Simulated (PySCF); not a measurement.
Al(F)(OH)(OEt) (C₂H₆AlFO₂), SMILES CC[O][Al]([OH])[F].

Geometry: PBE-D3(BJ)/def2-SVP. The structure was generated by enumeration; whether it is a known compound was not checked. Other conformers were not sampled.

Two levels are set side by side: TDA-PBE/def2-SVPD (PySCF) and TDA-CAM-B3LYP/def2-SVPD (PySCF). Vertical, same geometry. The lowest singlet is HOMO→LUMO 99 % with PBE and HOMO→LUMO 85 % with the other functional; states are paired by order. Differences are taken from unrounded values.

| quantity | TDA-CAM-B3LYP | TDA-PBE | TDA-PBE minus TDA-CAM-B3LYP |
|---|---|---|---|
| lowest singlet excitation (eV) | 6.39 | 5.07 | -1.32 |
| lowest triplet excitation (TDA) (eV) | 6.11 | 4.88 | -1.23 |
| first bright state (f over 0.05) (eV) | 7.42 | 6.80 | -0.62 |
| its oscillator strength | 0.07 | 0.05 | -0.02 |

A lower first singlet is the usual sign of a functional without exact exchange. Differences between two approximate levels are no errors against the true value.

Rough cost on one machine, each run with all the roots and properties that it gave: TDA-CAM-B3LYP against TDA-PBE about 5 times.
